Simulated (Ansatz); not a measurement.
Heat of formation of AlCl2F (SMILES [F][Al]([Cl])[Cl]) from total energies

AlCl2F: 4 atoms, total charge 0, spin state singlet. SMILES: `[F][Al]([Cl])[Cl]`. The coordinates come from a PBE0-D4/def2-TZVP relaxation.

```tsv
atom	x (Å)	y (Å)	z (Å)
F	0.0874	0.3882	1.6824
Al	0.0048	0.0215	0.0936
Cl	1.2230	-1.4637	-0.6634
Cl	-1.3153	1.0539	-1.1125
```

Total energies at HF/def2-SVPD (Ansatz 0.2.0); the atoms run unrestricted:

| species | state | energy (Eh) |
| --- | --- | --- |
| AlCl2F | singlet | -1260.160129 |
| F | doublet | -99.289600 |
| Al | doublet | -241.790739 |
| Cl | doublet | -459.326198 |

Harmonic wavenumbers at PBE0-D4/def2-TZVP, in cm⁻¹: 149, 203, 233, 439, 638, 892.

Measured heats of formation of the gaseous atoms at 298.15 K, in kJ/mol: F 79.4, Al 329.7, Cl 121.3. Spin-orbit lowering of the atoms at 298 K (mean of the ground term's levels less their thermal mean, from spectra), in kJ/mol: F 1.29, Al 0.17, Cl 3.44. Take 1 Eh = 2625.50 kJ/mol, 1 cm⁻¹ = 0.0119627 kJ/mol, RT = 2.479 kJ/mol.

What heat of formation follows?


1. Electronic atomisation energy: (-99.289600) + (-241.790739) + 2 × (-459.326198) − (-1260.160129) = 0.427394 Eh = 1122.1 kJ/mol.
2. Zero-point energy: half the sum of the wavenumbers, 1277 cm⁻¹ = 15.3 kJ/mol.
3. Thermal vibrational enthalpy, Σ hcν̃/(exp(hcν̃/kT) − 1): 5.7 kJ/mol. Translation, rotation and pV of a non-linear molecule: 4 RT = 9.9 kJ/mol.
4. The 4 free atoms carry 5/2 RT each: 24.8 kJ/mol.
5. Spin-orbit coupling lowers the free atoms by 1.29 + 0.17 + 2 × 3.44 = 8.3 kJ/mol.
6. Atomisation enthalpy at 298 K: 1122.1 − 8.3 − 15.3 − 5.7 − 9.9 + 24.8 = 1107.7 kJ/mol.
7. Sum of the atoms' heats of formation: 651.7 kJ/mol. Heat of formation: 651.7 − 1107.7 = -456.0 kJ/mol.

No measured value is set beside it here. Hartree–Fock leaves out correlation, which is larger in the molecule than in the atoms, so it underbinds and puts the heat of formation too high. Anharmonicity and any spin-orbit splitting of the molecule are left out.
